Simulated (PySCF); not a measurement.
# Polarisability and C₆ of Yb⁵⁷⁺ (ytterbium, charge +57)

[Ne] 3s2 3p1, 2P determinant. Computed with PySCF 2.14 in an uncontracted even-tempered set (17 s from 14 bohr⁻², ratio 2.5; 12 p from 18 bohr⁻², ratio 2.5; 4 d from 72 bohr⁻², ratio 2.7; 4 f from 110 bohr⁻², ratio 2.7), with scalar relativity by spin-free X2C-1e. Coupled (time-dependent) response in atomic units; α is the mean over directions.

```
method  mean α (bohr³)                  α xx, yy, zz  C₆ (like pair)      S(−4)
   UHF        0.003150  0.003606, 0.002236, 0.003606       0.0001191  1.492e-05
  PBE0        0.003100  0.003552, 0.002196, 0.003552       0.0001160  1.460e-05
```

S(−4) is the Cauchy moment in α(ω) = α(0) + S(−4) ω² + …

Spin-orbit coupling is absent.

α(iu) at UHF:

```json
{"u (hartree)": "0", "α(iu) (bohr³)": "0.003149"}
{"u (hartree)": "2.00", "α(iu) (bohr³)": "0.003091"}
{"u (hartree)": "4.00", "α(iu) (bohr³)": "0.002929"}
{"u (hartree)": "8.00", "α(iu) (bohr³)": "0.002432"}
{"u (hartree)": "12.0", "α(iu) (bohr³)": "0.001916"}
{"u (hartree)": "16.0", "α(iu) (bohr³)": "0.001497"}
{"u (hartree)": "20.0", "α(iu) (bohr³)": "0.001185"}
{"u (hartree)": "30.0", "α(iu) (bohr³)": "0.0007249"}
{"u (hartree)": "40.0", "α(iu) (bohr³)": "0.0005004"}
{"u (hartree)": "60.0", "α(iu) (bohr³)": "0.0003031"}
{"u (hartree)": "100", "α(iu) (bohr³)": "0.0001743"}
```

For an ion, C₆ is the dispersion term alone; charge-induced terms of lower order in 1/R come first.

The components differ because the open shell of this determinant is not spherical; for a pure term their mean is the scalar polarisability.

Spin-orbit coupling, absent here, splits the open shell strongly.
